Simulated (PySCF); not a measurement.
PySCF input (HF/def2-TZVPD):

```python
from pyscf import gto, scf, dft

mol = gto.M(
    atom='''
    Bi   -0.25936826   -0.14047736    0.35475257
    Cl   -0.27877501    1.98066989   -0.88423080
    Cl    1.54510241   -1.29480986   -0.84779644
    ''',
    basis='def2-tzvpd',
    ecp='def2-tzvp',
    charge=0,
    spin=1,
    verbose=4,
)

mf = scf.UHF(mol).density_fit(auxbasis='def2-universal-jkfit')
mf.conv_tol = 1e-9
mf.max_cycle = 100
mf.max_memory = 1500
mf.kernel()
if not mf.converged:
    mf = mf.newton()
    mf.kernel(mf.make_rdm1())
for _ in range(2):
    mo, _, stable, _ = mf.stability(return_status=True)
    if stable:
        break
    mf.kernel(mf.make_rdm1(mo, mf.mo_occ))
mf.analyze()
```

Output:

```
ECP def2-tzvp not found for  Cl
PySCF version 2.14.0

[INPUT] verbose = 4
[INPUT] num. atoms = 3
[INPUT] num. electrons = 57
[INPUT] charge = 0
[INPUT] spin (= nelec alpha-beta = 2S) = 1
[INPUT] symmetry False subgroup None
[INPUT] Mole.unit = angstrom
[INPUT] Symbol           X                Y                Z      unit          X                Y                Z       unit  Magmom
[INPUT]  1 Bi    -0.259368260000  -0.140477360000   0.354752570000 AA   -0.490134976805  -0.265463737102   0.670385199286 Bohr   0.0
[INPUT]  2 Cl    -0.278775010000   1.980669890000  -0.884230800000 AA   -0.526808419273   3.742923635272  -1.670954042905 Bohr   0.0
[INPUT]  3 Cl     1.545102410000  -1.294809860000  -0.847796440000 AA    2.919820389305  -2.446836018786  -1.602103080981 Bohr   0.0

nuclear repulsion = 209.243640851489
number of shells = 50
number of NR pGTOs = 241
number of NR cGTOs = 148
basis = def2-tzvpd
ecp = def2-tzvp

******** <class 'pyscf.df.df_jk.DFUHF'> ********
method = DFUHF
initial guess = minao
damping factor = 0
level_shift factor = 0
DIIS = <class 'pyscf.scf.diis.CDIIS'>
diis_start_cycle = 1
diis_space = 8
diis_damp = 0
SCF conv_tol = 1e-09
SCF conv_tol_grad = None
SCF max_cycles = 100
direct_scf = False
number electrons alpha = 29  beta = 28
Set gradient conv threshold to 3.16228e-05
******** <class 'pyscf.df.df.DF'> ********
auxbasis = def2-universal-jkfit
init E= -1097.38376875981
  alpha nocc = 29  HOMO = -0.618877449968926  LUMO = -0.496219764107044
  beta  nocc = 28  HOMO = -0.720571267278722  LUMO = -0.618877449968926

WARN: HOMO -0.618877449968926 >= LUMO -0.618877449968926

cycle= 1 E= -1132.04434741465  delta_E= -34.7  |g|= 1.45  |ddm|= 8.53
  alpha nocc = 29  HOMO = -0.117979618317548  LUMO = 0.0541397786156149
  beta  nocc = 28  HOMO = -0.281848057910096  LUMO = 0.0461396901921177
  HOMO = -0.117979618318  LUMO = 0.0461396901921  gap/eV = 4.46591
cycle= 2 E= -1132.48796627309  delta_E= -0.444  |g|= 0.711  |ddm|= 2.83
  alpha nocc = 29  HOMO = -0.318699242852959  LUMO = 0.0188752483735074
  beta  nocc = 28  HOMO = -0.408949673265964  LUMO = -0.0338869282461421
  HOMO = -0.318699242853  LUMO = -0.0338869282461  gap/eV = 7.75014
cycle= 3 E= -1132.66747104847  delta_E= -0.18  |g|= 0.0895  |ddm|= 0.907
  alpha nocc = 29  HOMO = -0.323790511967715  LUMO = 0.0250576178829945
  beta  nocc = 28  HOMO = -0.424810369758219  LUMO = -0.0142312854597544
  HOMO = -0.323790511968  LUMO = -0.0142312854598  gap/eV = 8.42354
cycle= 4 E= -1132.67259624843  delta_E= -0.00513  |g|= 0.0246  |ddm|= 0.12
  alpha nocc = 29  HOMO = -0.327782250585813  LUMO = 0.0251526776889512
  beta  nocc = 28  HOMO = -0.424470420076998  LUMO = -0.012096103510796
[...]
  beta  nocc = 28  HOMO = -0.426309864014574  LUMO = -0.00899150023027684
  HOMO = -0.330158108444  LUMO = -0.00899150023028  gap/eV = 8.73939
Extra cycle  E= -1132.67350076767  delta_E= -1.25e-11  |g|= 2.13e-06  |ddm|= 5.9e-06
converged SCF energy = -1132.67350076767  <S^2> = 0.76095537  2S+1 = 2.0109255
uhf_internal: lowest eigs of H = [0.19448155 0.20870836 0.23945172]
<class 'pyscf.df.df_jk.DFUHF'> wavefunction is stable in the internal stability analysis
**** SCF Summaries ****
Total Energy =                       -1132.673500767665928
Nuclear Repulsion Energy =             209.243640851488635
One-electron Energy =                -2061.092895206069443
Two-electron Energy =                  719.175753586914880
Two-electron Coulomb Energy =          790.460653227427088
DFT Exchange-Correlation Energy =      -71.284899640512208
HOMO-LUMO gap [eV] =                     8.739388552835907
**** MO energy ****
                             alpha | beta                alpha | beta
MO #1   energy= -104.818602430851  | -104.818257964328  occ= 1 | 1
MO #2   energy= -104.818601776969  | -104.818257323614  occ= 1 | 1
MO #3   energy= -10.5465602453835  | -10.5462254749662  occ= 1 | 1
MO #4   energy= -10.546558204953   | -10.5462228814249  occ= 1 | 1
MO #5   energy= -8.0131028264798   | -8.01337950988616  occ= 1 | 1
MO #6   energy= -8.01310280018168  | -8.0133776955284   occ= 1 | 1
MO #7   energy= -8.01236307877498  | -8.01180759982971  occ= 1 | 1
MO #8   energy= -8.01236124847453  | -8.0118071617035   occ= 1 | 1
MO #9   energy= -8.01195015031782  | -8.01058407937848  occ= 1 | 1
MO #10  energy= -8.01194977736112  | -8.01058390021729  occ= 1 | 1
MO #11  energy= -6.76258138708778  | -6.75795558295221  occ= 1 | 1
MO #12  energy= -4.34010517364041  | -4.33971627214635  occ= 1 | 1
MO #13  energy= -4.33925522277642  | -4.33863072254252  occ= 1 | 1
MO #14  energy= -4.33789120504148  | -4.32853756742617  occ= 1 | 1
MO #15  energy= -1.40132605990971  | -1.40084642418524  occ= 1 | 1
MO #16  energy= -1.39605132532956  | -1.39372795615082  occ= 1 | 1
MO #17  energy= -1.39263951473112  | -1.38510710110371  occ= 1 | 1
MO #18  energy= -1.39245284512166  | -1.3839427122645   occ= 1 | 1
MO #19  energy= -1.391269160973    | -1.38353343502076  occ= 1 | 1
MO #20  energy= -1.07971275820829  | -1.07386446397708  occ= 1 | 1
MO #21  energy= -1.05506074817215  | -1.05319297649385  occ= 1 | 1
MO #22  energy= -0.781251667662204 | -0.723331136487104 occ= 1 | 1
MO #23  energy= -0.502763417712236 | -0.502798306177982 occ= 1 | 1
MO #24  energy= -0.486432801570311 | -0.479433324268554 occ= 1 | 1
MO #25  energy= -0.482554887711066 | -0.462410859880577 occ= 1 | 1
MO #26  energy= -0.461549279495642 | -0.44791257066945  occ= 1 | 1
MO #27  energy= -0.44372096257379  | -0.44435954839985  occ= 1 | 1
MO #28  energy= -0.433347340031121 | -0.426309864014574 occ= 1 | 1
MO #29  energy= -0.330158108443933 | -0.00899150023027684 occ= 1 | 0
MO #30  energy= 0.0143597365339884 | 0.0258249657138057 occ= 0 | 0
MO #31  energy= 0.024233531526926  | 0.0339819000596649 occ= 0 | 0
MO #32  energy= 0.0545650469401018 | 0.058171464196278  occ= 0 | 0
MO #33  energy= 0.0865013409851544 | 0.0868400899996769 occ= 0 | 0
MO #34  energy= 0.0891820973552982 | 0.0945574948603239 occ= 0 | 0
MO #35  energy= 0.0972338304577712 | 0.10158343170686   occ= 0 | 0
MO #36  energy= 0.103290889145188  | 0.11300533876454   occ= 0 | 0
MO #37  energy= 0.111282683286581  | 0.11353687771584   occ= 0 | 0
MO #38  energy= 0.118511492523088  | 0.119586846503391  occ= 0 | 0
MO #39  energy= 0.133433263618779  | 0.146961982505442  occ= 0 | 0
MO #40  energy= 0.157054553245229  | 0.162245586373952  occ= 0 | 0
MO #41  energy= 0.158710338134694  | 0.169447510957733  occ= 0 | 0
MO #42  energy= 0.172061752771696  | 0.174362233665833  occ= 0 | 0
MO #43  energy= 0.182009595284471  | 0.186179036563932  occ= 0 | 0
MO #44  energy= 0.242410867501172  | 0.248163450570761  occ= 0 | 0
MO #45  energy= 0.24769294948891   | 0.24861465742872   occ= 0 | 0
MO #46  energy= 0.247879864338791  | 0.265285073639088  occ= 0 | 0
MO #47  energy= 0.273554662260104  | 0.276522510788171  occ= 0 | 0
MO #48  energy= 0.279250018855108  | 0.282495153801508  occ= 0 | 0
MO #49  energy= 0.301192476934565  | 0.302709191522664  occ= 0 | 0
MO #50  energy= 0.309436943437734  | 0.310042835064541  occ= 0 | 0
MO #51  energy= 0.328434555649373  | 0.329626115091226  occ= 0 | 0
MO #52  energy= 0.336235052613675  | 0.342574958372453  occ= 0 | 0
MO #53  energy= 0.341610691368006  | 0.348189369574258  occ= 0 | 0
MO #54  energy= 0.342182380560118  | 0.352052140826114  occ= 0 | 0
MO #55  energy= 0.357347085183883  | 0.361798210686823  occ= 0 | 0
MO #56  energy= 0.391827437006518  | 0.392143786123891  occ= 0 | 0
MO #57  energy= 0.401696197509915  | 0.427294215122313  occ= 0 | 0
MO #58  energy= 0.438487232123411  | 0.439558744255343  occ= 0 | 0
MO #59  energy= 0.449461796880783  | 0.473227675550634  occ= 0 | 0
MO #60  energy= 0.46033430409298   | 0.485811933908861  occ= 0 | 0
MO #61  energy= 0.470648000638121  | 0.496007415773055  occ= 0 | 0
MO #62  energy= 0.521180080422224  | 0.524147250854168  occ= 0 | 0
MO #63  energy= 0.538707048767664  | 0.546192775018879  occ= 0 | 0
MO #64  energy= 0.580953893254792  | 0.588536831836171  occ= 0 | 0
MO #65  energy= 0.64094558025912   | 0.653294878105237  occ= 0 | 0
MO #66  energy= 0.645465836990864  | 0.653640879658557  occ= 0 | 0
MO #67  energy= 0.675757053426731  | 0.678850301187357  occ= 0 | 0
MO #68  energy= 0.677542740517811  | 0.68042247719579   occ= 0 | 0
MO #69  energy= 0.723865520470525  | 0.726745683696592  occ= 0 | 0
MO #70  energy= 0.733931417371915  | 0.746166336572426  occ= 0 | 0
MO #71  energy= 0.776657690254251  | 0.781893742714469  occ= 0 | 0
MO #72  energy= 0.784971025963677  | 0.790690043373731  occ= 0 | 0
MO #73  energy= 0.789587741470015  | 0.793865566424956  occ= 0 | 0
MO #74  energy= 0.801788171869655  | 0.810131403191375  occ= 0 | 0
MO #75  energy= 0.802190347946873  | 0.813925215922152  occ= 0 | 0
MO #76  energy= 0.83512530899446   | 0.836901634197654  occ= 0 | 0
MO #77  energy= 0.836903723139265  | 0.839986358037081  occ= 0 | 0
MO #78  energy= 0.841085253866215  | 0.842084728036105  occ= 0 | 0
MO #79  energy= 0.841574935612118  | 0.86065834926439   occ= 0 | 0
MO #80  energy= 0.889931389203539  | 0.900489810793299  occ= 0 | 0
MO #81  energy= 0.928099209027669  | 0.940650666655159  occ= 0 | 0
MO #82  energy= 0.942231702512572  | 0.966792838669654  occ= 0 | 0
MO #83  energy= 0.980183582310312  | 0.982252328799851  occ= 0 | 0
MO #84  energy= 0.980822658232694  | 0.987151904220223  occ= 0 | 0
MO #85  energy= 1.00604594716008   | 1.02017644486961   occ= 0 | 0
MO #86  energy= 1.07211970314121   | 1.07524591153535   occ= 0 | 0
MO #87  energy= 1.08484709138102   | 1.0914866726871    occ= 0 | 0
MO #88  energy= 1.08942787097957   | 1.12027432134105   occ= 0 | 0
MO #89  energy= 1.14121800263577   | 1.14567369334043   occ= 0 | 0
MO #90  energy= 1.1583477195922    | 1.16093059279461   occ= 0 | 0
MO #91  energy= 1.40836233309975   | 1.4349052065822    occ= 0 | 0
MO #92  energy= 1.43041324822987   | 1.43646718584903   occ= 0 | 0
MO #93  energy= 1.4322106954628    | 1.45653031998967   occ= 0 | 0
MO #94  energy= 1.44459223315589   | 1.46827938170813   occ= 0 | 0
MO #95  energy= 1.47277939882157   | 1.47748173541074   occ= 0 | 0
MO #96  energy= 1.56666625631868   | 1.57322228086827   occ= 0 | 0
MO #97  energy= 1.57063762332847   | 1.57528503363762   occ= 0 | 0
MO #98  energy= 2.23812172994393   | 2.23901642521558   occ= 0 | 0
MO #99  energy= 2.24105235640928   | 2.24316620315977   occ= 0 | 0
MO #100 energy= 2.26124520883572   | 2.26380487772432   occ= 0 | 0
MO #101 energy= 2.26191507135299   | 2.26429095610312   occ= 0 | 0
MO #102 energy= 2.27990736109307   | 2.28090240960024   occ= 0 | 0
MO #103 energy= 2.28168091439338   | 2.28597507468109   occ= 0 | 0
MO #104 energy= 2.28574603106975   | 2.28744029319286   occ= 0 | 0
[...]
```

It need not be the lowest isomer of its formula.
